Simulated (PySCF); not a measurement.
Atoms are numbered as in `[CH2:1]=[CH:2][SiH2:3][Si@@:4]([CH3:5])([PH2:6])[O:7][CH:8]=[O:9]`. Each H is labelled by its parent atom. Ha(C1) is cis to Si3; Ha(Si3) is pro-R; Hb(Si3) is pro-S; Hb(C1) is trans to Si3.

In vacuum, no relativistic terms, one computed conformer, rapidly exchanging positions averaged. Shielding tensors at PBE0/pcSseg-1 (GIAO); GFN2-xTB geometry; PySCF 2.14.

Question: List the cross peaks expected in HSQC, COSY and HMBC spectra.

Answer: 

HSQC (one-bond C–H):
```
           δH          δC
 8.11 (H(C8))  167.1 (C8)
 6.57 (H(C2))  140.1 (C2)
6.47 (Hb(C1))  143.9 (C1)
6.20 (Ha(C1))  143.9 (C1)
 0.52 (H(C5))    5.1 (C5)
```

COSY cross peaks (H two or three bonds apart, from the bond graph; peaks can be absent where the dihedral angle is near 90°):
```
            δH              δH
  6.57 (H(C2))   6.47 (Hb(C1))
  6.57 (H(C2))   6.20 (Ha(C1))
  6.57 (H(C2))  4.83 (Hb(Si3))
  6.57 (H(C2))  4.12 (Ha(Si3))
 6.47 (Hb(C1))   6.20 (Ha(C1))
4.83 (Hb(Si3))  4.12 (Ha(Si3))
```

HMBC (two and three bonds, from the bond graph):
```
            δH                                δC
  6.57 (H(C2))                        143.9 (C1)
 6.47 (Hb(C1))                        140.1 (C2)
 6.20 (Ha(C1))                        140.1 (C2)
4.83 (Hb(Si3))  143.9 (C1), 140.1 (C2), 5.1 (C5)
4.12 (Ha(Si3))  143.9 (C1), 140.1 (C2), 5.1 (C5)
  1.05 (H(P6))                          5.1 (C5)
```

Shifts are taken against calculated references (same method and geometry level): TMS for ¹H, ¹³C.

Shifts are as computed. Against solution values, carbons near 30 ppm lie about +3 ppm off and those near 130 ppm about +5 ppm. Of 1211 compounds with measured shifts, 218 miss one by over three times the rms of a fit or turn the order of signals round; such compounds aren't used in these exercises.
